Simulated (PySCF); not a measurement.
Computed properties of CH4AlFOSe, SMILES C[O][Al]([F])[SeH]

Al(F)(OMe)(SeH) (CH4AlFOSe), SMILES C[O][Al]([F])[SeH]. Coordinates come from a PBE0-D3(BJ)/def2-SVP optimisation. One conformer was computed; it need not be the lowest. All values are computed for the isolated molecule unless a solvent is named; none is compared with measurement here.

**Structure.** The optimised structure has Cs symmetry. All 21 harmonic modes at PBE0-D3(BJ)/def2-SVP (PySCF) are real, so it is a minimum. With heavy atoms numbered as in [Al:1]([F:2])([O:3][CH3:4])[SeH:8], the shortest bond between them is O3–C4 at 1.389 Å and the longest Al1–Se8 at 2.290 Å.

**Vibrations.** The strongest infrared lines (harmonic, unscaled, degenerate partners summed) lie at 1292 cm⁻¹ (468 km/mol, O 60 %, C 32 %), 899 cm⁻¹ (109 km/mol, Al 49 %, F 42 %), 3016 cm⁻¹ (101 km/mol, H 97 %). The softest mode is at 55 cm⁻¹ and the zero-point energy is 33.5 kcal/mol.

**Electronic structure.** ωB97X/def2-TZVP (PySCF) places the frontier levels at -9.75 and 1.19 eV, a gap of 10.94 eV, and gives a dipole moment of 1.01 D and a mean polarisability of 63.3 bohr³. PBE/def2-TZVP (PySCF) at the same geometry gives -6.33 and -1.60 eV, so its gap is 6.21 eV narrower. An orbital gap is neither the optical nor the fundamental gap.

**Excitations.** TDA-B3LYP/def2-SVPD (PySCF) has S1 at 5.03 eV (247 nm, f = 0.051, bright); the most intense of the 10 singlets computed lies at 7.12 eV (f = 0.31). T1 (TDA) is at 4.73 eV, 0.30 eV under S1. TDA-PBE/def2-SVPD (PySCF) puts S1 at 4.68 eV. No vertical singlet excitation falls in the visible range (under 3.1 eV).

**NMR.** GIAO shifts at KT2/pcSseg-1 (PySCF) (non-relativistic, atoms alike by connectivity averaged): ¹³C at 58.6 ppm against TMS; ¹H from 0.1 to 4.4 ppm against TMS; ¹⁹F at -180.2 ppm against CFCl3.
